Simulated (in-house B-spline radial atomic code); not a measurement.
# Br V (Br4+): [Ar] 3d10 4s2 5p1 (an excited or competing configuration)

Method: non-relativistic BHandHLYP, spin-polarised, spherical fractional occupations, exact exchange averaged over the configuration, point nucleus. Calculated with a radial B-spline atomic code at the basis-set limit.

Effective charges: Z_r = [3n² - l(l+1)]/(2<r>) from the radius, Z_e = n√(-2ε) from the energy, and Slater's rules. Values are occupation-weighted means over spin.

```json
{"shell": "1s", "electrons": "2", "ε (eV)": "-13277", "<r> (bohr)": "0.04368", "Z_r": "34.34", "Z_e": "31.24", "Slater": "34.70"}
{"shell": "2s", "electrons": "2", "ε (eV)": "-1790.9", "<r> (bohr)": "0.1934", "Z_r": "31.03", "Z_e": "22.95", "Slater": "30.85"}
{"shell": "2p", "electrons": "6", "ε (eV)": "-1617.8", "<r> (bohr)": "0.1671", "Z_r": "29.92", "Z_e": "21.81", "Slater": "30.85"}
{"shell": "3s", "electrons": "2", "ε (eV)": "-310.83", "<r> (bohr)": "0.5596", "Z_r": "24.12", "Z_e": "14.34", "Slater": "23.75"}
{"shell": "3p", "electrons": "6", "ε (eV)": "-249.16", "<r> (bohr)": "0.5665", "Z_r": "22.06", "Z_e": "12.84", "Slater": "23.75"}
{"shell": "3d", "electrons": "10", "ε (eV)": "-139.65", "<r> (bohr)": "0.5796", "Z_r": "18.12", "Z_e": "9.61", "Slater": "13.85"}
{"shell": "4s", "electrons": "2", "ε (eV)": "-74.262", "<r> (bohr)": "1.508", "Z_r": "15.91", "Z_e": "9.35", "Slater": "9.35"}
{"shell": "5p", "electrons": "1", "ε (eV)": "-26.833", "<r> (bohr)": "3.531", "Z_r": "10.34", "Z_e": "7.02", "Slater": "5.30"}
```

The least bound orbital is 5p up at -26.83 eV, and it is also the most diffuse (<r> = 3.531 bohr).
